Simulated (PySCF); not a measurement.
Species: C5H6ClNO2.
Numbering: `[CH2:1]=[C:2]([Cl:3])[O:4]/[CH:5]=[CH:6]/[NH:7][CH:8]=[O:9]` (hydrogens: H10, H11 on C1; H12 on C5; H13 on C6; H14 on N7; H15 on C8)

Computed geometry: GFN2-xTB, gas phase.

Give the optimised bond lengths and angles.

```
  bond  length (Å)
 C1=C2       1.327
C2–Cl3       1.744
 C2–O4       1.339
 O4–C5       1.366
 C5=C6       1.332
 C6–N7       1.388
 N7–C8       1.359
 C8=O9       1.202
C1–H10       1.074
C1–H11       1.071
C5–H12       1.082
C6–H13       1.079
N7–H14       1.010
C8–H15       1.105
```

A selection of angles:
```
    angle  degrees
C1–C2–Cl3    120.0
 C1–C2–O4    121.5
Cl3–C2–O4    118.5
 C2–O4–C5    123.2
 O4–C5–C6    119.9
 C5–C6–N7    123.1
 C6–N7–C8    122.8
 N7–C8–O9    125.3
H14–N7–C6    117.5
H14–N7–C8    119.7
```

Torsions: C1–C2–O4–C5 -176° (antiperiplanar); C2–O4–C5–C6 -178° (antiperiplanar); O4–C5–C6–N7 180° (antiperiplanar); C5–C6–N7–C8 -179° (antiperiplanar); C6–N7–C8–O9 0° (synperiplanar). The mirror-image conformer, all signs reversed, is as good.

The 2 C–N bonds span 1.359 Å (N7–C8, drawn single) to 1.388 Å (C6–N7, drawn single), a spread of 0.029 Å. Of the pairs four or more bonds apart, Cl3···H12 is among the closest relative to their van der Waals radii: 2.45 Å, 83 % of the sum of Bondi's values. N7 (amide nitrogen) is planar (angles 122.8°, 119.7° and 117.5°, sum 360.0°, 0.00 Å off the plane of its three neighbours). The 3 C–O bonds span 1.202 Å (C8=O9, drawn double) to 1.366 Å (O4–C5, drawn single), a spread of 0.164 Å.

Point group: near Cs, missed by 0.25 Å at most; the miss may be what the optimiser left on a soft mode. Stationary, but not proved a minimum. One conformer, not necessarily the lowest.
